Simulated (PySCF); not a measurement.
Working out the excitation energy of O

O [He] 2s2 2p4 (3P) → O [He] 2s1 2p5 (3P). Computed with PySCF 2.14 in dyall-av2z, with the non-relativistic Hamiltonian (point nucleus). Frozen: 1s2; the 8 highest virtual orbitals dropped. Energies in hartree (1 hartree = 27.21139 eV):

```
            part   O (lower)   O (upper)
             UHF  -74.814601  -74.195687
CCSD correlation   -0.142029   -0.191251
             (T)   -0.002458   -0.014505
```

**Question.** What does Hartree-Fock give?

**Answer.** (-74.195687) − (-74.814601) = 0.618914 hartree = 16.842 eV.

**Question.** What do CCSD and CCSD(T) give?

**Answer.** The CCSD correlation energies differ by -0.049222 hartree = -1.339 eV and the triples by -0.012047 hartree = -0.328 eV, so CCSD gives 15.503 eV and CCSD(T) 15.175 eV.

The upper state lies above the first ionisation limit, where it may autoionise and the basis confines it.

A double-zeta basis recovers only part of the correlation energy.

The coupled-cluster amplitudes are large, so a single reference is strained.
